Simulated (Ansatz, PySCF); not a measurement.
System: C2H6BCl (charge 0, singlet). SMILES: ClB(C)C
Geometry: optimised at B3LYP-D3(BJ)/def2-TZVP (Ansatz, a program for electronic structure).

B3LYP/6-31G* beside other levels, property by property. Terms: no dispersion term unless named; atomisation electronic, to ground-state atoms; non-relativistic; each state is the SCF solution reached for its charge and spin; no spin-orbit coupling; six Cartesian d functions in 6-31G* and its kin unless marked 5d; frozen cores in correlated levels; open shells spin-unrestricted. Basis-set limits of correlation are two-point, X^-3; Hartree-Fock from the larger set. [CCSD(T)-MP2]/basis is that difference in the basis named. First-principles rows: single points at B3LYP-D3(BJ) geometries (Ansatz), with unscaled harmonic terms from B3LYP/6-31G* (Ansatz) at its own minima, enthalpies of formation by atomisation with measured atoms.

Coupled cluster (Ansatz) is a level with limits of its own, used here on species with T1 under 0.025 (0.045 for open shells) and stable references: (a) RI-MP2/CBS(aug-cc-pV(T+d)Z,aug-cc-pV(Q+d)Z)+[CCSD(T)-MP2]/aug-cc-pV(T+d)Z; (b) CCSD(T)/CBS(aug-cc-pV(T+d)Z,aug-cc-pV(Q+d)Z).

```json
[
 {"property": "vertical ionisation energy to the doublet (eV)", "B3LYP/6-31G* (Ansatz)": "10.42", "PBE/6-31G* (Ansatz)": "10.06", "M06-2X/6-31G* (5d) (PySCF)": "10.75", "wB97X-V/def2-TZVPD (Ansatz)": "10.79", "to compare with": "11.00 coupled cluster (a)"},
 {"property": "enthalpy of formation at 298 K (kcal/mol)", "B3LYP/6-31G* (Ansatz)": "-49.8", "PBE/6-31G* (Ansatz)": "-68.7", "M06-2X/6-31G* (5d) (PySCF)": "-57.3", "wB97X-V/def2-TZVPD (Ansatz)": "-54.5", "to compare with": "-51.4 coupled cluster (b)"},
 {"property": "atomisation energy (kcal/mol)", "B3LYP/6-31G* (Ansatz)": "910.2", "PBE/6-31G* (Ansatz)": "929.1", "M06-2X/6-31G* (5d) (PySCF)": "917.7", "wB97X-V/def2-TZVPD (Ansatz)": "914.8", "to compare with": "911.8 coupled cluster (b)"}
]
```

As the rows show:
- vertical ionisation energy to the doublet: B3LYP/6-31G* lies 0.58 eV below coupled cluster.
- enthalpy of formation at 298 K: B3LYP/6-31G* lies 1.6 kcal/mol above coupled cluster.
- atomisation energy: B3LYP/6-31G* lies 1.6 kcal/mol below coupled cluster.

The properties are those with a value to compare with, at most eight drawn at random. No case is left out for the size of its miss. Left out are saddle points of the reference geometry, anions that the best level run finds unbound, excited spin states, species near biochemistry, 298 K rows of species without real B3LYP wavenumbers, cases with under five habitual levels, runs that failed or that the program found above a lower state of the same kind, table entries that another table contradicts, and a share of species set aside by lot.
